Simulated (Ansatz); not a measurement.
Na8⁺, relaxed as a doublet with UKS r2SCAN/def2-SVP in Ansatz, starting from the GFN2-xTB geometry. Force threshold 0.02 eV/Å.

The relaxation made no stability test and no search for a lower SCF solution. Another isomer (doublet) lies 0.09 eV lower at PBE0/def2-TZVP; other spin states weren't run for this one.

Start:

```xyz
8

Na    0.356    3.227   -0.887
Na   -2.374    0.555    3.521
Na    3.141    2.130   -1.415
Na    0.552   -0.194    3.379
Na   -0.048   -2.976   -1.745
Na   -2.360   -1.281   -2.851
Na    2.797   -0.924   -0.373
Na   -2.063   -0.536    0.372
```

Question: Estimate the energy that the relaxation releases and the steps that it takes.

Answer: 115.0 kJ/mol, in 19 steps; 5.1 min on 4 threads of Arm Neoverse N1 on a shared host. The force fell under the threshold at step 16, but the optimiser went on. No frequencies were taken in this run, so the end may be a saddle point.

Question: Does the start keep its bonding?

Answer: Bonds formed: Na1–Na2, Na1–Na4, Na1–Na6, Na1–Na7, Na1–Na8, Na3–Na4, Na4–Na7, Na6–Na7 (atoms count from 1).

Question: Predict the relaxed structure.

Answer: 
```xyz
8

Na   -0.4925    2.0627   -0.2476
Na   -2.2821    1.3427    2.9442
Na    3.2298    2.2924   -0.3723
Na    1.3103    0.4519    2.2924
Na   -0.2810   -3.7180   -1.5338
Na   -1.6225   -0.4399   -2.7279
Na    1.6535   -0.7106   -1.1515
Na   -1.5155   -1.2811    0.7964
```
Bond lengths (bridged metal pairs left out): 18 × Na–Na 3.48 to 3.76 Å.
